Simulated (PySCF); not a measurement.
CCl3, charge +1, multiplicity 1. Atoms are numbered in the order given.

```xyz
4

Cl    -1.6577     0.0000     0.0000
C      0.0000     0.0000     0.0000
Cl     0.8289    -1.4356     0.0000
Cl     0.8289     1.4356     0.0000
```
Charge +1, spin multiplicity 1.

Geometry: TPSSh-D3(BJ)/def2-SVP. The spin state was assumed, not searched. The isomer is the one that the SMILES or the coordinates give; other isomers of the formula were not compared.

Method: TDDFT-M06-2X/def2-SVPD run with PySCF.

Vertical excitations; the highest root listed may be one member of a degenerate set. Isolated molecule, no solvent. State labels are in the subgroup C2v.

Computed excitation energies, oscillator strengths and character:
```json
[
 {"state": "S1", "symmetry": "A2", "energy (eV)": "3.79", "λ (nm)": "327", "f": "0.000", "main pairs": "HOMO→LUMO 100 %"},
 {"state": "S2", "symmetry": "B2", "energy (eV)": "4.83", "λ (nm)": "257", "f": "0.000", "main pairs": "HOMO−3→LUMO (degenerate set)"},
 {"state": "S3", "symmetry": "A2", "energy (eV)": "4.83", "λ (nm)": "257", "f": "0.000", "main pairs": "HOMO−4→LUMO (degenerate set)"},
 {"state": "S4", "symmetry": "B1", "energy (eV)": "5.55", "λ (nm)": "223", "f": "0.150", "main pairs": "HOMO−1→LUMO (degenerate set)"},
 {"state": "S5", "symmetry": "A1", "energy (eV)": "5.55", "λ (nm)": "223", "f": "0.150", "main pairs": "HOMO−2→LUMO (degenerate set)"},
 {"state": "S6", "symmetry": "B1", "energy (eV)": "7.40", "λ (nm)": "167", "f": "0.000", "main pairs": "HOMO→LUMO+1 91 %"},
 {"state": "S7", "symmetry": "B2", "energy (eV)": "8.01", "λ (nm)": "155", "f": "0.000", "main pairs": "HOMO−2→LUMO+1 (degenerate set)"},
 {"state": "S8", "symmetry": "A2", "energy (eV)": "8.01", "λ (nm)": "155", "f": "0.000", "main pairs": "HOMO−1→LUMO+1 (degenerate set)"},
 {"state": "S9", "symmetry": "A1", "energy (eV)": "8.49", "λ (nm)": "146", "f": "0.030", "main pairs": "HOMO−3→LUMO+1, HOMO→LUMO+2 (degenerate set)"},
 {"state": "S10", "symmetry": "B1", "energy (eV)": "8.49", "λ (nm)": "146", "f": "0.030", "main pairs": "HOMO−4→LUMO+1, HOMO→LUMO+3 (degenerate set)"},
 {"state": "T1", "symmetry": "A2", "energy (eV)": "3.60", "λ (nm)": "344", "f": "0", "main pairs": "HOMO→LUMO 100 %"},
 {"state": "T2", "symmetry": "B1", "energy (eV)": "4.12", "λ (nm)": "301", "f": "0", "main pairs": "HOMO−1→LUMO (degenerate set)"},
 {"state": "T3", "symmetry": "A1", "energy (eV)": "4.12", "λ (nm)": "301", "f": "0", "main pairs": "HOMO−2→LUMO (degenerate set)"},
 {"state": "T4", "symmetry": "B2", "energy (eV)": "4.65", "λ (nm)": "266", "f": "0", "main pairs": "HOMO−3→LUMO 99 %"}
]
```
Triplets are in the Tamm–Dancoff approximation, which puts them higher than full response would, so one can lie above its singlet here.
